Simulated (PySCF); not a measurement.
Simulation results for Ge2H6N2, AlGeH3NO, AlGeH2NO, GeH5N2Si

Calculation on a computer-drawn molecule: the log of a Hartree-Fock and frozen-core CCSD(T) single point meant for a local Hartree-Fock minimum, with one planted fault or none, to be diagnosed. Offsets are logged minus clean, where the clean run is the same molecule without the fault. The reference is restricted for singlets and unrestricted otherwise, and also for a bond in bohr or an excited solution. Adding or removing an electron swaps singlet and doublet. The excited solution moves the top pair (singlet) or top alpha electron (doublet) to the lowest empty orbital. Highest occupied and lowest empty are orbital energies over both spins, largest force is the largest gradient component, triples share is (T) over the correlation energy, the T1 limit is 0.02 restricted and 0.045 unrestricted, electrons count all cores, a negative frequency is imaginary (commonest isotopes), and the dipole is about the centre of nuclear charge; on germanium a core potential holds 10 electrons, which the energies leave out, and 3d is frozen in MP2 and coupled-cluster steps. Program: PySCF 2.14.0.

Common to all runs: meant multiplicity 1; meant basis and core potential on germanium cc-pVDZ-PP ECP10MDF; logged SCF converged yes; possible faults no fault, one electron removed, one electron added, multiplicity raised by two, geometry at a saddle point, SCF held on an excited solution, minimal basis STO-3G, one bond length entered in bohr, all coordinates scaled.

(1) Ge2H6N2

Logged structure:
```xyz
10
Ge2H6N2
N      1.6560     1.5152    -1.7974
Ge     1.8513     0.8732    -0.2545
N      1.6688    -0.8933    -0.0106
Ge     1.8095    -1.9303     1.5107
H      1.7821     2.5175    -1.8110
H      2.1755     1.5080     1.0951
H      1.4528    -1.3855    -0.8616
H      2.9263    -2.9623     1.3378
H      0.4850    -2.6492     1.7771
H      2.1385    -0.9766     2.6588
```

- meant charge: 0
- meant basis: cc-pVDZ
- logged electrons: 83
- logged basis functions: 104
- logged spin squared: 0.7785
- logged highest occupied: -15.578 eV
- logged lowest empty: -5.9531 eV
- logged largest force: 0.10752 hartree/bohr
- logged T1 diagnostic: 0.030155
- logged D1 diagnostic: 0.17543
- logged triples share: 0.030636
- logged CC converged: yes
- logged dipole magnitude: 5.009 debye
- logged SCF stable within its kind: yes
- logged energy HF: -698.84459 hartree
- logged energy CCSD(T): -699.39584 hartree
- planted fault: one electron removed
- HF energy offset from clean run: 160.8 kcal/mol
- CCSD(T) energy offset from clean run: 191 kcal/mol

Drawn bonds:
```csv
atom,other atom,order
1,2,2
2,3,1
3,4,1
1,5,1
2,6,1
3,7,1
4,8,1
4,9,1
4,10,1
```

(2) AlGeH3NO

Logged structure:
```xyz
7
AlGeH3NO
N      1.3943    -0.1552     3.5082
Ge    -0.0955     0.3142     2.5809
O     -0.2300     0.3273     0.5622
Al    -0.1902     0.2879    -1.2041
H      2.3016    -0.4588     2.9491
H     -1.5876     0.8064     3.0733
H     -0.1619     0.2532    -2.8923
```

- meant charge: 1
- meant basis: cc-pV(D+d)Z
- logged electrons: 62
- logged basis functions: 89
- logged spin squared: 0
- logged highest occupied: -13.491 eV
- logged lowest empty: -4.7183 eV
- logged largest force: 0.062146 hartree/bohr
- logged T1 diagnostic: 0.035259
- logged D1 diagnostic: 0.10715
- logged triples share: 0.044458
- logged CC converged: yes
- logged dipole magnitude: 11.863 debye
- logged SCF stable within its kind: yes
- logged energy HF: -666.03221 hartree
- logged energy CCSD(T): -666.60063 hartree
- planted fault: all coordinates scaled, by +9.9 %
- HF energy offset from clean run: 39.36 kcal/mol
- CCSD(T) energy offset from clean run: 19.04 kcal/mol

Drawn bonds:
```csv
atom,other atom,order
1,2,2
2,3,1
3,4,1
1,5,1
2,6,1
4,7,1
```

Notes: T1 above single-reference limit.

(3) AlGeH2NO

Logged structure:
```xyz
6
AlGeH2NO
N     -0.6595     0.6680     2.2933
Ge    -1.6275     0.6442     0.9266
O     -1.7013     1.7880    -0.3910
Al    -1.6827     4.0072    -2.7224
H     -0.0390     1.4636     2.3429
H     -2.6269    -0.4593     0.6583
```

* meant charge: 0
* meant basis: cc-pV(D+d)Z
* logged electrons: 62
* logged basis functions: 84
* logged spin squared: 0
* logged highest occupied: -7.2862 eV
* logged lowest empty: -1.242 eV
* logged largest force: 0.049016 hartree/bohr
* logged T1 diagnostic: 0.039637
* logged D1 diagnostic: 0.10404
* logged triples share: 0.038654
* logged CC converged: yes
* logged dipole magnitude: 15.944 debye
* logged SCF stable within its kind: yes
* logged energy HF: -665.62884 hartree
* logged energy CCSD(T): -666.17136 hartree
* planted fault: one bond length entered in bohr, row 3 of the drawn bonds
* HF energy offset from clean run: 101.5 kcal/mol
* CCSD(T) energy offset from clean run: 98.02 kcal/mol

Drawn bonds:
```csv
atom,other atom,order
1,2,2
2,3,1
3,4,1
1,5,1
2,6,1
```

(4) GeH5N2Si

Logged structure:
```xyz
9
GeH5N2Si
N      1.0592     1.5510     2.3533
Ge     0.8321     1.2722     0.7255
Si     1.6012    -0.8348    -0.2168
N      1.4500    -1.2546    -1.7956
H      1.5109     0.8340     2.9025
H      0.1877     2.1918    -0.2763
H      2.2563    -1.8682     0.5894
H      1.7745    -2.1323    -2.1703
H      1.0277    -0.6776    -2.5037
```

* meant charge: 1
* meant basis: cc-pV(D+d)Z
* logged electrons: 63
* logged basis functions: 99
* logged spin squared: 0.7562
* logged highest occupied: -21.771 eV
* logged lowest empty: -12.026 eV
* logged largest force: 0.097926 hartree/bohr
* logged dipole magnitude: 4.501 debye
* logged SCF stable within its kind: no
* logged energy HF: -693.37416 hartree
* planted fault: withheld

Drawn bonds:
```csv
atom,other atom,order
1,2,2
2,3,1
3,4,1
1,5,1
2,6,1
3,7,1
4,8,1
4,9,1
```

Notes: coupled-cluster numbers left out as unreliable.

**Q.** Which fault was planted in the run of GeH5N2Si (entry 4)?
**A.** one electron removed

Further results for GeH5N2Si (entry 4):

* HF energy offset from clean run: 284.2 kcal/mol
